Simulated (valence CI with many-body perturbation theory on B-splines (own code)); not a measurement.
Results of a calculation; reference values are marked as such.
## Level structure of Si⁸⁺

Level of theory: relativistic CI+MBPT: four valence electrons over a frozen Dirac-Fock core [He], a basis of 11 s, 11 p, 10 d, 8 f, 5 g, 2 h functions for each j, with the one-electron correlation potential Σ1, the two-electron term Σ2, the three-electron term Σ3, Breit, model QED; selected CI, second order for the rest, scaled by the run's own slope (own B-spline code, finite nucleus).

No measured spectrum was set against this ion. As an estimate, levels of excited configurations hold to 0.05 to 0.15 % of their energy, terms of the ground configuration to about 0.5 %. Among the levels kept, up to 1500 cm⁻¹ of a level comes from second order outside the variational space, and about a tenth of that is noise between levels of different J, which matters for small intervals.

Levels 91 to 135 of 192, with energies above the lowest level, 2s2.2p2 3P_0. "Leading %" is the weight of the configuration and term that name the level; weights of strongly mixed levels are sums over their largest components and can fall short. In the jj column 3d3/2^4 stands for four electrons in 3d with j = 3/2.

```tsv
No.	Configuration	Term	J	E (eV)	Leading %	Second component	g	Leading jj
91	2s.2p2.3d	3F	4	246.69	99		1.250	2s 2p3/2^2 3d5/2 (33 %)
92	2s.2p2.3s	3S	1	247.61	94		1.988	2s 2p3/2^2 3s (57 %)
93	2s.2p2.3p	3F°	2	247.72	62	32 % 2s.2p2.3p 1D°	0.788	2s 2p1/2 2p3/2 3p1/2 (68 %)
94	2s.2p2.3p	3F°	3	247.87	98		1.083	2s 2p1/2 2p3/2 3p3/2 (34 %)
95	2s.2p2.3p	3F°	4	247.96	98		1.250	2s 2p1/2 2p3/2 3p3/2 (63 %)
96	2s.2p2.3p	1D°	2	247.97	59	36 % 2s.2p2.3p 3F°	0.878	2s 2p1/2 2p3/2 3p3/2 (44 %)
97	2s.2p2.3p	1F°	3	249.15	95		1.009	2s 2p1/2 2p3/2 3p3/2 (54 %)
98	2s.2p2.3d	3D	1	249.25	98		0.501	2s 2p1/2 2p3/2 3d5/2 (62 %)
99	2s.2p2.3d	3D	2	249.33	98		1.166	2s 2p3/2^2 3d5/2 (34 %)
100	2s.2p2.3p	3D°	1	249.37	97		0.505	2s 2p1/2 2p3/2 3p1/2 (39 %)
101	2s.2p2.3p	3D°	2	249.40	98		1.167	2s 2p1/2 2p3/2 3p3/2 (41 %)
102	2s.2p2.3d	3D	3	249.44	98		1.333	2s 2p1/2 2p3/2 3d3/2 (34 %)
103	2s.2p2.3p	3D°	3	249.45	96		1.324	2s 2p1/2 2p3/2 3p3/2 (49 %)
104	2s.2p2.3s	3P	0	249.93	63	33 % 2s.2p2.3s 1S		2s 2p1/2^2 3s (50 %)
105	2s.2p2.3p	1P°	1	249.95	95		0.995	2s 2p1/2 2p3/2 3p3/2 (48 %)
106	2s.2p2.3s	3P	1	250.48	91		1.499	2s 2p1/2 2p3/2 3s (59 %)
107	2s.2p2.3s	3P	2	250.85	95		1.500	2s 2p3/2^2 3s (56 %)
108	2s.2p2.3s	1S	0	250.94	63	33 % 2s.2p2.3s 3P		2s 2p3/2^2 3s (73 %)
109	2s.2p2.3p	3P°	2	251.09	97		1.499	2s 2p1/2 2p3/2 3p1/2 (32 %)
110	2s.2p2.3p	3P°	1	251.10	97		1.498	2s 2p1/2 2p3/2 3p3/2 (60 %)
111	2s.2p2.3p	3P°	0	251.11	97			2s 2p1/2 2p3/2 3p3/2 (70 %)
112	2s.2p2.3s	1P	1	251.99	92		1.013	2s 2p3/2^2 3s (47 %)
113	2s.2p2.3p	1S°	0	257.88	52	44 % 2s.2p2.3p 3P°		2s 2p1/2^2 3p1/2 (41 %)
114	2s.2p2.3d	3G	3	258.25	98		0.751	2s 2p1/2 2p3/2 3d3/2 (61 %)
115	2s.2p2.3d	3G	4	258.26	97		1.052	2s 2p1/2 2p3/2 3d5/2 (37 %)
116	2s.2p2.3d	3G	5	258.28	99		1.200	2s 2p1/2 2p3/2 3d5/2 (63 %)
117	2s.2p2.3p	3P°	1	258.42	94		1.473	2s 2p3/2^2 3p1/2 (39 %)
118	2s.2p2.3d	3F	4	258.51	97		1.247	2s 2p1/2 2p3/2 3d5/2 (61 %)
119	2s.2p2.3d	3F	2	258.51	98		0.666	2s 2p1/2 2p3/2 3d3/2 (50 %)
120	2s.2p2.3d	3F	3	258.52	97		1.082	2s 2p1/2 2p3/2 3d5/2 (36 %)
121	2s.2p2.3p	3P°	0	258.60	53	45 % 2s.2p2.3p 1S°		2s 2p3/2^2 3p1/2 (39 %)
122	2s.2p2.3p	3P°	2	258.74	92	5 % 2s.2p2.3p 3D°	1.482	2s 2p3/2^2 3p3/2 (56 %)
123	2s.2p2.3p	1P°	1	259.05	77	15 % 2s.2p2.3p 3D°	0.939	2s 2p3/2^2 3p3/2 (31 %)
124	2s.2p2.3d	3D	1	259.56	98		0.499	2s 2p1/2 2p3/2 3d3/2 (45 %)
125	2s.2p2.3d	3D	2	259.57	98		1.166	2s 2p1/2 2p3/2 3d3/2 (32 %)
126	2s.2p2.3d	3D	3	259.60	96		1.327	2s 2p1/2 2p3/2 3d5/2 (44 %)
127	2s.2p2.3d	1F	3	259.68	95		1.006	2s 2p1/2 2p3/2 3d5/2 (38 %)
128	2s.2p2.3p	3D°	1	260.00	75	17 % 2s.2p2.3p 1P°	0.606	2s 2p1/2 2p3/2 3p1/2 (36 %)
129	2s.2p2.3p	3D°	2	260.06	85	8 % 2s.2p2.3p 3P°	1.195	2s 2p1/2 2p3/2 3p3/2 (39 %)
130	2s.2p2.3p	3D°	3	260.36	94	4 % 2p3.3s 3D°	1.333	2s 2p3/2^2 3p3/2 (52 %)
131	2s.2p2.3d	1G	4	260.79	98		1.000	2s 2p1/2 2p3/2 3d5/2 (39 %)
132	2s.2p2.3p	3P°	0	261.23	94			2s 2p3/2^2 3p1/2 (34 %)
133	2s.2p2.3p	3P°	1	261.23	91		1.484	2s 2p3/2^2 3p1/2 (29 %)
134	2s.2p2.3p	3P°	2	261.23	90		1.488	2s 2p3/2^2 3p3/2 (34 %)
135	2s.2p2.3d	3P	0	261.36	97			2s 2p1/2 2p3/2 3d3/2 (37 %)
```

Names give the largest LS component (configuration and term), which can be under half, so a name can repeat, a term be missing and a line seem to break the LS rules; names also repeat where a configuration has a term twice.

Where two levels of one J and parity lie close, their mixing, g and order are uncertain.
